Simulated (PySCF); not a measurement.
## Al⁺: excitation energy

Al⁺ [Ne] 3s2 (1S) → Al⁺ [Ne] 3d2 (3F), as a difference of total energies. All numbers are calculated (PySCF 2.14, no relativity, point nucleus, in aug-cc-pwCVDZ (6s5p3d, 36 functions)). Correlated levels: valence and next inner shell: 1s2 frozen. The calculations carry no spin-orbit coupling.

```
                                method  excitation energy (eV)
                                   UHF                  24.292
    MP2 (valence and next inner shell)                  25.327
SCS-MP2 (valence and next inner shell)                  25.402
   CCSD (valence and next inner shell)                  25.585
CCSD(T) (valence and next inner shell)                  25.610
```

Problem. How much does correlation contribute at CCSD(T) (valence and next inner shell)?

Solution. 25.610 − (24.292) = 1.318 eV, measured against UHF.

The upper state lies above the first ionisation limit, where it may autoionise and the basis confines it.

The promoted electron is Rydberg-like, and one or two diffuse shells describe it only roughly, which tends to raise the upper state.
